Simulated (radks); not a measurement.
Values are calculated unless marked as measured or tabulated.
Spherical quantum dot in the effective-mass picture: electrons in a hard-walled sphere of radius 1.55, with a point charge +2 (a donor) at the centre, all in effective atomic units (hartree* = m*/eps^2 hartree, bohr* = eps/m* bohr), one dielectric constant everywhere. Level of theory: non-relativistic Kohn-Sham, LDA (Slater exchange, Perdew-Wang correlation), spin-polarised, spherical densities (a radial shooting solver with Libxc functionals). Levels are named by radial order and angular momentum (1s, 1p, 1d, 2s, ...), and open shells are averaged over m. Results are scaled to m* = 0.123 and eps = 7.1, for which hartree* = 66.4 meV and bohr* = 3.055 nm.

N = 15, configuration 1s2 1p6 1d(up 5, down 2). This is the lowest configuration that the search found. Occupied and some empty levels:

level    occupation  eigenvalue (meV)  <r> (nm)
1s up             1            835.21     2.309
1s down           1            841.50     2.289
1p up             3            981.11     2.930
1p down           3            989.61     2.926
1d up             5            1145.0     3.171
1d down           2            1154.0     3.170
2s up             0            1160.0     2.257
2s down           0            1165.0     2.270
1f up             0            1346.1     3.329
1f down           0            1355.2     3.329
2p up             0            1511.2     2.464
2p down           0            1516.7     2.464

Energy (meV): total 8964.90, kinetic 5248.0, external -2318.5, Hartree 6944.1, exchange-correlation -908.64.

Electron density:

r (nm)  n(r) (e/nm^3)
0.122         0.09659
0.477         0.06623
0.831         0.05252
1.19          0.04909
1.54          0.05216
1.89          0.05873
2.25          0.06565
2.60          0.06939
2.96          0.06664
3.31          0.05577
3.67          0.03823
4.02          0.01909
4.37         0.004931
4.73        6.043e-06
